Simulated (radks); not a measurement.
Charge is removed step by step from the 1s down level of F, starting from 1s(up 1, down 1) 2s2 2p5. All-electron calculation, scalar-relativistic Kohn-Sham, r2SCAN, spin-polarised, spherical densities, finite nucleus; open shells are filled with parallel spins first; meta-GGA in the generalised Kohn-Sham scheme; Fermi nuclear charge, rms radius 2.8976 fm. Program: a radial shooting solver on a logarithmic mesh with Libxc functionals.

| removed (e) | E - E(0) (eV) | eigenvalue (eV) |
|---|---|---|
| 0 | 0.000 | -669.10 |
| 0.25 | 169.40 | -685.97 |
| 0.5 | 342.85 | -701.29 |
| 0.75 | 519.73 | -712.79 |

The mean slope of the eigenvalue, de/dn, is 58.3 eV per electron.
